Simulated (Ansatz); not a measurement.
C2H3F2Si, SMILES `[CH]=C[SiH](F)F` radical. The species carries charge 0 and has multiplicity 2.

```xyz
8

C     1.222   -0.659   -1.127
C    -0.041   -0.475   -0.854
Si   -0.488    0.406    0.706
F    -1.409   -0.515    1.614
F    -1.345    1.702    0.381
H     2.174   -0.427   -0.666
H    -0.818   -0.832   -1.531
H     0.704    0.801    1.478
```

Task: List the harmonic frequencies (cm⁻¹, unscaled) at PBE0-D4/def2-TZVP in Ansatz. (An estimate is asked.)

Result: The calculation gave: 65, 203, 212, 286, 387, 616, 717, 826, 829, 884, 896, 898, 956, 1159, 1651, 2293, 3111, 3235.

Task: Is this a minimum?

Result: Yes, all 18 modes are real.

Task: Give the ideal-gas thermochemistry at 298.15 K and 1 bar (rigid rotor, harmonic oscillator; point group Cs, symmetry number 1).

Result: Zero-point energy 115.0 kJ/mol; H(298) − E = 133.6 kJ/mol; entropy 334.1 J/(mol·K), of which translation 165.4, rotation 110.1, vibration 52.7, electronic 5.8; G(298) − E = 34.0 kJ/mol. Modes under 100 cm⁻¹ are hindered rotations or soft bends, so the harmonic entropy is rough.
